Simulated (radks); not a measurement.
Results of a calculation; reference values are marked as such.
Ionisation of S, [Ne] 3s2 3p4, to S+, [Ne] 3s2 3p3, under several functionals. Dirac Kohn-Sham, spin-unpolarised, spherical densities, finite nucleus; open shells fill j = l - 1/2 first; a radial shooting solver on a logarithmic mesh with Libxc functionals.

PW91: E(S) (hartree) -399.21018; Exc (hartree) -25.63974; IE (eV) 11.777; -e(HOMO) (eV) 7.017; <r> HOMO (bohr) 2.075; IE error (eV) +1.417
LDA (Slater exchange, VWN5 correlation): E(S) (hartree) -397.84018; Exc (hartree) -24.22308; IE (eV) 11.816; -e(HOMO) (eV) 7.069; <r> HOMO (bohr) 2.076; IE error (eV) +1.456
Wu-Cohen GGA: E(S) (hartree) -398.78580; Exc (hartree) -25.20419; IE (eV) 11.702; -e(HOMO) (eV) 6.943; <r> HOMO (bohr) 2.071; IE error (eV) +1.342
revPBE: E(S) (hartree) -399.15033; Exc (hartree) -25.57858; IE (eV) 11.700; -e(HOMO) (eV) 6.940; <r> HOMO (bohr) 2.074; IE error (eV) +1.340
exchange-only PBE: E(S) (hartree) -398.45783; Exc (hartree) -24.85711; IE (eV) 10.812; -e(HOMO) (eV) 6.124; <r> HOMO (bohr) 2.110; IE error (eV) +0.452
OLYP: E(S) (hartree) -399.23573; Exc (hartree) -25.68696; IE (eV) 11.649; -e(HOMO) (eV) 6.871; <r> HOMO (bohr) 2.074; IE error (eV) +1.289

NIST Atomic Spectra Database: 10.360 eV (measured). Closest: exchange-only PBE. The Delta-SCF values span 1.00 eV, the total energies 1.40 hartree. The highest occupied level is 3p3/2. Spin polarisation and multiplet splitting are left out, so open shells lie too high by an amount that depends on their filling.

Beside tabulated values, note that spin-unpolarised runs miss the spin-polarisation part of the exchange energy of open shells.
